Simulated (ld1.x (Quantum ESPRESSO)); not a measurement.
## Which change was made? (Mg, ultrasoft)

- Element: magnesium (Mg)
- Generator: ld1.x (Quantum ESPRESSO) 7.5
- Type: ultrasoft
- Functional: PBE
- Relativity: scalar-relativistic
- Frozen core: [He] 2s2
- Valence charge: 8
- Reference configuration: 2p6 3s1 3p1
- Partial waves: 3s (bound): rcut 2.05, rcutus 2.75 bohr; 3s channel at 0.05 Ry: rcut 2.05, rcutus 2.75 bohr; 2p (bound): rcut 1.05, rcutus 1.15 bohr; 3p (bound): rcut 1.05, rcutus 1.15 bohr
- Local potential: all-electron potential smoothed inside 0.95 bohr (lloc = -1)
- Core correction: a·sin(br)/r model core, default radius (core density twice the valence density)
- Augmentation charge: built from norm-conserving waves at rcut, not smoothed further

Cutoffs, loose and tight: the cutoffs (Ry, on a coarse ladder) from which the occupation-weighted sum of valence levels, in a spherical-Bessel basis at the reference potential, stays within 10 and 1 mRy of its value at 400 Ry. They do not see the model core or the augmentation charge, which bear on the density cutoff. Test errors are all-electron minus pseudo excitation energies from the reference, over the configurations 2p6 3s2 3p0; 2p6 3s1 3p0; 2p6 3s0 3p0; 2p5 3s2 3p0; 2p6 3s1.5 3p0; 2p6 3s0 3p2; 2p6 3s0 3p1; variants that change the core or the reference have their own tests. The largest error is taken over the tests solved by every variant that gives reliable tests at all, those not shown here included: 2p6 3s0 3p0; 2p6 3s1 3p0; 2p6 3s2 3p0.

The base gives: outcome: generated, misses its reference levels by 0.70 eV; bound ghosts: not determined; largest test error (meV): +457.

Task: After one change the result is: outcome: generated, overlap not positive; bound ghosts: not determined (overlap not positive); largest test error (meV): +598. Which change was it?
A. local potential all-electron potential smoothed inside 1.10 bohr (lloc = -1)
B. functional LDA (PZ)
C. augmentation PSQ, radius 0.90 bohr
D. wave 3s channel at 0.05 Ry: rcut 2.05, rcutus 2.75 bohr becomes 3s channel at 1.19 Ry: rcut 2.05, rcutus 2.75 bohr
E. all radii but the core radius scaled by about 1.27 (s 3.48, p 1.46 bohr, rcut 2.60/1.34); local potential all-electron potential smoothed inside 1.20 bohr (lloc = -1)

Result: E. The others give: functional LDA (PZ) → outcome: generated, misses its reference levels by 0.73 eV; bound ghosts: not determined; largest test error (meV): +475 | local potential all-electron potential smoothed inside 1.10 bohr (lloc = -1) → outcome: generated, misses its reference levels by 0.68 eV; bound ghosts: not determined; largest test error (meV): +458 | wave 3s channel at 0.05 Ry: rcut 2.05, rcutus 2.75 bohr becomes 3s channel at 1.19 Ry: rcut 2.05, rcutus 2.75 bohr → outcome: generated, misses its reference levels by 0.69 eV; bound ghosts: not determined; largest test error (meV): test run stopped at test 1 of 7 (negative rho) | augmentation PSQ, radius 0.90 bohr → outcome: generated; cutoff, loose: 70 Ry; cutoff, tight: 110 Ry; bound ghosts: s; largest test error (meV): -3.1. A file whose overlap is not positive is unfit for use, and its test errors describe a broken file.
